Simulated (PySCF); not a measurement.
A structure optimised at PBE0-D3(BJ)/def2-SVP, used in a PySCF frequency run:

```
B
O 1 1.3362
H 2 0.9649 1 113.57
Br 1 1.9073 2 118.61 3 180.00
Br 1 1.9262 2 121.18 3 0.00
```
Charge 0, spin multiplicity 1.

Write its SMILES, formula and point group.

OB(Br)Br, BBr2HO, Cs

What are its rotational constants (standard atomic weights)?

5.7416, 1.1434, 0.95348 GHz
